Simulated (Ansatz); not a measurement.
H₂S + `[GaH3]` → `[SH2+][GaH3-]`  (adduct formation)

Program: Ansatz. Geometries: PBE0-D4/def2-TZVP. ΔE: electronic, gas phase. CBS: MP2 limit from def2 TZ/QZ plus the TZ coupled-cluster correction, frozen cores. This one scheme is used for every species. DFT in def2-TZVPP. HSE06 is defined as in plane-wave codes. For Ga outer-core shells are correlated without core-valence functions, which leaves a few kJ/mol of doubt a bond. Scalar relativity is left out up to krypton.

```json
{"level": "revPBE-D4", "ΔE (kJ/mol)": "-51.5"}
{"level": "HSE06-D4", "ΔE (kJ/mol)": "-54.7"}
{"level": "BLYP", "ΔE (kJ/mol)": "-33.0"}
{"level": "HF/def2-SVP", "ΔE (kJ/mol)": "-26.9"}
```

(1) What does CCSD(T)/CBS give? (An estimate is asked.)

Largest T1 diagnostic among the species: 0.013.

Results:

(1) Ansatz gave: -49.5 kJ/mol. The listed levels differ from it by -2.0, -5.2, 16.5, 22.6 kJ/mol.

From BLYP to BHLYP (50 % exact exchange), in def2-TZVPP and without D4, ΔE moves by −5.1 kJ/mol. Leaving LDA and LC-ωPBE aside and taking each functional with its dispersion term where it has one, the values, not all of them listed here, spread over 14.6 kJ/mol, from r2SCAN-D4 to B2PLYP. LDA lies −28.2 kJ/mol from PBE without D4.
